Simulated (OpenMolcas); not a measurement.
**Ag5+: moving or changing the point charges**

Ag5+ among 4 point charges of -2 e arranged as a square (D4h), 2.13 Å from the ion.
```
   2.1300    0.0000    0.0000  -2.00
   0.0000    2.1300    0.0000  -2.00
  -2.1300    0.0000    0.0000  -2.00
   0.0000   -2.1300    0.0000  -2.00
```

```json
{"Program": "OpenMolcas 26.06", "Method": "CASSCF", "Basis": "ANO-RCC-VTZP [7s6p4d2f1g]", "Scalar Hamiltonian": "DKH2, point nucleus", "Active space": "6 electrons in 5 orbitals (4d)", "State averaging": "2S+1 = 5 even, 5 roots; 2S+1 = 3 even, 45 roots; 2S+1 = 1 even, 50 roots", "Spin-orbit coupling": "RASSI with atomic mean-field integrals over the reference wave functions"}
```

Runs around this geometry, states (labels of D4, the rotations of D4h). Energies in cm-1 above the lowest state or level, χT in cm3 K/mol.

| R (Å) | q (e) | Ground state | First state of that spin | First gap with spin-orbit (degeneracies) | χT at 300 K | First state of another spin |
| --- | --- | --- | --- | --- | --- | --- |
| 2.13 | -1 | 5A1 | 5E 843.4 | 113.7 (1, 2) | 5.093 | 3E 23691 |
| 1.93 | -2 | 5A1 | 5E 2505 | 163.5 (1, 2) | 4.548 | 3B2 21346 |
| 2.13 | -2 | 5A1 | 5E 1962 | 153.2 (1, 2) | 4.718 | 3E 23473 |
| 2.24 | -2 | 5A1 | 5E 1729 | 147.2 (1, 2) | 4.796 | 3E 23912 |

Taking the first state of the same spin as R^-n, n = -ln(1729 / 2505) / ln(2.24 / 1.93) = 2.5 between the shortest and longest distance.

Scaling the charges by -1 / -2 = 0.50 scales the first state of the same spin by 843.4 / 1962 = 0.43; with fixed orbitals a first-order splitting would follow the charge.

Without dynamic correlation the repulsion within the d shell is too large (B by tens of per cent), so at a given field states of lower spin stand too high. Point charges give a weaker field than real ligands, and real ions of this kind are as a rule low spin; the high spin found here belongs to the model. Spin-orbit coupling mixes the spin-free states strongly: the lowest level takes only 61 % from its leading state, 5A1 (figures for R = 2.13, q = -1; the like holds for R = 2.24, q = -2). Point charges carry no covalency, so the field is a model and not that of real ligands. No measured value stands beside these numbers.
